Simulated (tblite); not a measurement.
Compound: C₄H₄N₂OSi.
Bonds: N1–C2 (triple), C2–C3, C3–N4 (double), N4–Si5, Si5–C6, C6–O7 (double), C6–C8, C3–C8. Hydrogens: H9, H10 on Si5; H11, H12 on C8.

The geometry is computed with GFN2-xTB (gas phase).

Task: List the bond lengths, angles and torsions at this level.

Result: 
```
           bond  length (Å)   order
          N1≡C2       1.145  triple
          C2–C3       1.424  single
          C3=N4       1.267  double
         N4–Si5       1.748  single
         Si5–C6       1.939  single
          C6=O7       1.204  double
          C6–C8       1.527  single
          C3–C8       1.506  single
Si5–H9, Si5–H10       1.453  single
 C8–H11, C8–H12       1.094  single
```

Bonds in one row agree within 0.01 Å and their mean is given. Orders are formal, as drawn. A selection of angles:
```
    angle  degrees
 N1–C2–C3    177.9
 C2–C3–N4    121.0
 C2–C3–C8    117.0
 N4–C3–C8    122.1
C3–N4–Si5    113.5
N4–Si5–C6     91.5
Si5–C6–O7    130.6
Si5–C6–C8    106.3
 O7–C6–C8    123.1
 C3–C8–C6    106.6
```

Dihedral angles: C2–C3–N4–Si5 180° (antiperiplanar); C3–N4–Si5–C6 0° (synperiplanar); N4–Si5–C6–O7 179° (antiperiplanar); Si5–C6–C8–C3 1° (synperiplanar); C2–C3–C8–C6 179° (antiperiplanar).

The 3 C–C bonds span 1.424 Å (C2–C3, drawn single) to 1.527 Å (C6–C8, drawn single), a spread of 0.103 Å. The 8 heavy atoms lie in one plane (0.006 Å rms). The 2 C–N bonds span 1.145 Å (N1≡C2, drawn triple) to 1.267 Å (C3=N4, drawn double), a spread of 0.122 Å. The 5-membered ring C3–N4–Si5–C6–C8 has internal angles of 91.5° to 122.1° (sum 540°, against 540° for a flat polygon); it is planar, 0.00 Å rms from its mean plane, widest ring torsion 1°. Si5 (SiH2 silicon) has angles from 91.5° to 117.6°.

Its GFN2-xTB frequencies are all real (lowest 29 cm⁻¹).

Time: 0.33 s. Hardware: Intel Xeon 6975P-C, one thread, no GPU (shared host). These figures are those of the optimisation.
